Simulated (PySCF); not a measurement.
diantimony anion (Sb2), SMILES [Sb]#[Sb] (connectivity only; charge and spin as stated), charge -1, multiplicity 2. Coordinates come from a PBE0-D3(BJ)/def2-TZVPD optimisation. The multiplicity is an assumed one; other spin states were not compared. The def2 effective core potentials stand for the cores of Sb; spin–orbit coupling is left out.

Computed with PBE0-D3(BJ)/def2-TZVPD run with PySCF.

Harmonic wavenumbers (cm⁻¹): 255. Rotational constants (GHz): 1.267 (linear); symmetry number 2.

Task: Work out the zero-point energy and the ideal-gas rigid-rotor harmonic-oscillator thermochemistry at 298.15 K and 1 atm.

Result: ZPE = ½ Σ hcν = ½ × 255 cm⁻¹ = 1.52 kJ/mol. H − E(el) = 11.46 kJ/mol. Entropy in J/(mol K): translation 177.28, rotation 73.21, vibration 7.11, spin 5.76, total 263.36. G − E(el) = -67.06 kJ/mol. Cp = 36.44 J/(mol K).
